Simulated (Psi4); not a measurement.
Internal rotation in SMILES [GeH3]/[CH]=C\c1cccs1 (C6H8GeS). Scanned: dihedral C2–C3–C4–S8; all other coordinates were relaxed at GFN2-xTB. Points at φ and −φ are mirror images.

Geometry of the scan point at -150° (Å):
```
16

Ge    -2.3224     1.3138    -0.1029
C     -2.0494    -0.6069    -0.1293
C     -0.8955    -1.2791    -0.0803
C      0.4095    -0.6912     0.0658
C      0.7836     0.4645     0.6966
C      2.1670     0.7188     0.6169
C      2.8366    -0.2382    -0.0767
S      1.7935    -1.4819    -0.6354
H     -2.3753     1.8716     1.2868
H     -3.6468     1.6024    -0.7353
H     -1.2663     2.0587    -0.8498
H     -2.9552    -1.1920    -0.2339
H     -0.8959    -2.3581    -0.2006
H      0.0966     1.0831     1.2490
H      2.6425     1.5769     1.0576
H      3.8840    -0.2929    -0.2982
```

Method: PBE-D3(BJ)/def2-SVP // GFN2-xTB (Psi4).

Scanned values (°): -150, -120, -90, -60, -30, 0, 30, 60, 90, 120, 150, 180.

Question: Describe the profile: where are the wells and the tops?

Answer: Lower than their neighbours: 0° (0.0 mEh), 180° (0.3 mEh). Higher than their neighbours: -90° (8.5 mEh), 90° (8.5 mEh). The whole profile spans 8.5 mEh.
